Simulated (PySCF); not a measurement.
# SnN: everyday levels beside a composite calculation

PySCF; the state is a doublet (π ↑). The composite is CCSD(T) extrapolated to the basis-set limit from two correlation-consistent sets, with core-valence (CV) and scalar-relativistic (SR) terms as its label shows; it has no spin–orbit coupling and nothing beyond (T). Here it is CCSD(T)/CBS(DT). It gives Re = 1.960 Å, ωe = 690 cm⁻¹ and De = 2.72 eV to Sn + N.

| level | basis | relativity | Re (Å) | ωe (cm⁻¹) | De (eV) |
| --- | --- | --- | --- | --- | --- |
| ROHF | def2-SVPD | scalar-relativistic core potentials | 1.922 | 821 | -0.81 |
| ROHF-MP2 | def2-SVPD | scalar-relativistic core potentials | 1.997 | 662 | 2.26 |
| ROHF-SCS-MP2 | def2-SVPD | scalar-relativistic core potentials | 1.997 | 661 | 2.21 |
| ROHF-SCS-MP2 | aug-cc-pVDZ-PP/aug-cc-pVDZ | scalar-relativistic core potentials | 1.999 | 659 | 2.28 |
| PBE | def2-SVPD | scalar-relativistic core potentials | 1.991 | 678 | 3.25 |
| PBE | aug-cc-pVDZ-PP/aug-cc-pVDZ | scalar-relativistic core potentials | 1.995 | 669 | 3.18 |
| PW91 | def2-SVPD | scalar-relativistic core potentials | 1.989 | 680 | 3.28 |
| r²SCAN | def2-SVPD | scalar-relativistic core potentials | 1.981 | 655 | 2.60 |
| r²SCANh | def2-SVPD | scalar-relativistic core potentials | 1.981 | 629 | 2.38 |
| PBE0 | def2-SVPD | scalar-relativistic core potentials | 1.974 | 643 | 2.52 |

Give the difference of each row from the composite.



```json
{"level": "ROHF", "basis": "def2-SVPD", "ΔRe (pm)": "-3.8", "Δωe (%)": "+19.0", "ΔDe (eV)": "-3.53"}
{"level": "ROHF-MP2", "basis": "def2-SVPD", "ΔRe (pm)": "+3.7", "Δωe (%)": "-4.1", "ΔDe (eV)": "-0.46"}
{"level": "ROHF-SCS-MP2", "basis": "def2-SVPD", "ΔRe (pm)": "+3.7", "Δωe (%)": "-4.2", "ΔDe (eV)": "-0.51"}
{"level": "ROHF-SCS-MP2", "basis": "aug-cc-pVDZ-PP/aug-cc-pVDZ", "ΔRe (pm)": "+3.9", "Δωe (%)": "-4.5", "ΔDe (eV)": "-0.44"}
{"level": "PBE", "basis": "def2-SVPD", "ΔRe (pm)": "+3.1", "Δωe (%)": "-1.7", "ΔDe (eV)": "+0.53"}
{"level": "PBE", "basis": "aug-cc-pVDZ-PP/aug-cc-pVDZ", "ΔRe (pm)": "+3.5", "Δωe (%)": "-3.0", "ΔDe (eV)": "+0.46"}
{"level": "PW91", "basis": "def2-SVPD", "ΔRe (pm)": "+2.9", "Δωe (%)": "-1.4", "ΔDe (eV)": "+0.56"}
{"level": "r²SCAN", "basis": "def2-SVPD", "ΔRe (pm)": "+2.1", "Δωe (%)": "-5.1", "ΔDe (eV)": "-0.12"}
{"level": "r²SCANh", "basis": "def2-SVPD", "ΔRe (pm)": "+2.1", "Δωe (%)": "-8.8", "ΔDe (eV)": "-0.34"}
{"level": "PBE0", "basis": "def2-SVPD", "ΔRe (pm)": "+1.4", "Δωe (%)": "-6.8", "ΔDe (eV)": "-0.20"}
```

Which rows come closest in De?

r²SCAN in def2-SVPD (-0.12 eV), counted from the composite.

⟨S²⟩ is raised (SnN 0.94), so spin contamination touches these numbers. Correlated steps freeze 5 core orbitals. Correlated levels converge slowly with the basis: in double zeta they bind strong bonds too weakly, by up to about 1 eV, and carry superposition errors of some tenths. Spin–orbit coupling is left out, which matters for elements this heavy, above all for dissociation energies. The CCSD T1 diagnostic is raised in SnN, a sign that a single reference may not be enough there. UHF is strongly spin-contaminated for SnN, so the ROHF reference used there is far from stable. A negative De means that the minimum lies above the separated atoms at that level. The state is the lowest determinant that a PBE0 search found; another state may lie lower at other levels.
